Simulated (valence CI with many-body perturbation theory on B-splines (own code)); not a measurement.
The numbers below are computed, except where a source is named.
## Hyperfine factors and g values of Tm XLVII

Level of theory: configuration interaction combined with many-body perturbation theory (CI+MBPT): five valence electrons over a frozen Dirac-Fock core [Ar], a basis of 7 s, 7 p, 8 d, 6 f, 4 g, 1 h functions for each j, with the one-electron correlation potential Σ1, the two-electron term Σ2, the three-electron term Σ3, Breit, model QED; selected CI, second order for the rest, scaled by the run's own slope (own B-spline code, finite nucleus).

No measured spectrum was set against this ion. As an estimate, large intervals hold to a few tenths of a per cent, small ones and those within an open d or f shell to about a per cent. Among the levels kept, up to 260 cm⁻¹ of a level comes from second order outside the variational space, and about a tenth of that is noise between levels of different J, which matters for small intervals. Only levels of the ground parity were solved; by the run's estimate the other parity begins above the list, which can be wrong where configurations are misplaced.

A/g_I is the dipole constant over the nuclear g factor μ/I (μ in nuclear magnetons, uniformly magnetised nucleus), B/Q the quadrupole constant per barn. Both hold the static response of the core; the bare values leave it out. Large factors of s and p1/2 electrons are usually good to 5 to 10 %; those of open d and f shells near neutrality can be off by tens of per cent, and small factors of p3/2, d and f electrons come from cancelling terms and can be off by a factor of two or in sign, in half-filled shells by more. B is blank for J = 1/2, where it vanishes, and for nearly pure S terms. Energies count from the lowest level.

Levels are named by their leading jj configuration (3d3/2^4 stands for four electrons in 3d with j = 3/2), which in mixed levels can hold well under half, so a name can repeat and another be missing. Letters in brackets count levels of one name in rising energy.

```csv
Level,E (cm⁻¹),g,A/g_I (MHz),A/g_I bare,B/Q (MHz/b),B/Q bare
(3d3/2^4 3d5/2) J=5/2,0,1.323,26600,27500,49000,49600
(3d3/2^3 3d5/2^2) J=5/2 [a],317210,1.334,17100,18000,21100,21300
(3d3/2^3 3d5/2^2) J=7/2 [a],405760,1.156,33800,34300,56300,57000
(3d3/2^3 3d5/2^2) J=11/2,416680,1.107,43100,43400,-776,-887
(3d3/2^3 3d5/2^2) J=3/2 [a],417680,1.175,42000,42500,46800,47300
(3d3/2^3 3d5/2^2) J=9/2,454800,1.135,38500,38900,57000,57700
(3d3/2^3 3d5/2^2) J=5/2 [b],479350,1.136,39700,40200,-767,-752
(3d3/2^3 3d5/2^2) J=1/2,500310,1.820,-21900,-19800,,
(3d3/2^3 3d5/2^2) J=7/2 [b],515120,1.081,46600,46900,-59900,-60600
(3d3/2^3 3d5/2^2) J=3/2 [b],628660,0.794,74100,73700,-57300,-58000
(3d3/2^2 3d5/2^3) J=5/2 [a],717160,1.285,15200,16000,3540,3590
(3d3/2^2 3d5/2^3) J=7/2 [a],778130,1.210,28800,29400,-3800,-3860
(3d3/2^2 3d5/2^3) J=11/2,783050,1.085,42400,42700,1260,1280
(3d3/2^2 3d5/2^3) J=9/2 [a],797970,1.141,36600,37000,-7050,-7140
(3d3/2^2 3d5/2^3) J=13/2,821150,1.067,45400,45700,-68.6,-62.1
(3d3/2^2 3d5/2^3) J=1/2 [a],828770,0.482,115000,114000,,
(3d3/2^2 3d5/2^3) J=3/2 [a],838420,1.171,35600,36100,2360,2380
(3d3/2^2 3d5/2^3) J=5/2 [b],848730,1.020,49700,49900,-7280,-7350
(3d3/2^2 3d5/2^3) J=9/2 [b],887930,1.098,41600,42000,1850,1870
(3d3/2^2 3d5/2^3) J=7/2 [b],906030,0.982,55500,55500,-1620,-1650
(3d3/2^2 3d5/2^3) J=5/2 [c],920380,1.045,47100,47300,7720,7790
(3d3/2^2 3d5/2^3) J=3/2 [b],928760,0.843,68800,68500,5130,5220
(3d3/2^2 3d5/2^3) J=7/2 [c],968530,1.034,50200,50400,2620,2650
(3d3/2^2 3d5/2^3) J=1/2 [b],969360,1.776,-25800,-23800,,
(3d3/2^2 3d5/2^3) J=9/2 [c],1032500,1.104,41100,41400,24400,24800
(3d3/2^2 3d5/2^3) J=3/2 [c],1147600,1.181,33700,34300,-19600,-19800
(3d3/2^2 3d5/2^3) J=5/2 [d],1159100,1.239,30600,31300,2240,2290
(3d3/2 3d5/2^4) J=5/2 [a],1188700,1.157,23500,23900,-9150,-9210
(3d3/2 3d5/2^4) J=7/2 [a],1245400,1.182,32300,32900,-68300,-69100
(3d3/2 3d5/2^4) J=11/2,1258200,1.066,44100,44400,-582,-483
(3d3/2 3d5/2^4) J=3/2 [a],1270100,0.965,47900,47900,-50800,-51400
(3d3/2 3d5/2^4) J=9/2,1314000,1.111,39200,39600,-76200,-77100
(3d3/2 3d5/2^4) J=5/2 [b],1347800,1.108,39600,39900,10400,10500
(3d3/2 3d5/2^4) J=7/2 [b],1372200,1.003,49700,49800,74600,75500
(3d3/2 3d5/2^4) J=1/2,1435000,1.220,-7820,-7180,,
(3d3/2 3d5/2^4) J=3/2 [b],1548400,0.869,72100,71900,73400,74300
(3d5/2^5) J=5/2,1710200,1.147,31700,32100,-76800,-77700
```

Task: Take the isotope of mass number 171, with I = 1/2, μ = -0.23 μN. What is the hyperfine structure of (3d3/2^3 3d5/2^2) J=11/2?

Result: From the table A = -19800 MHz. Shifts from the centre of gravity in MHz: F = 5: 64400, F = 6: -54400.
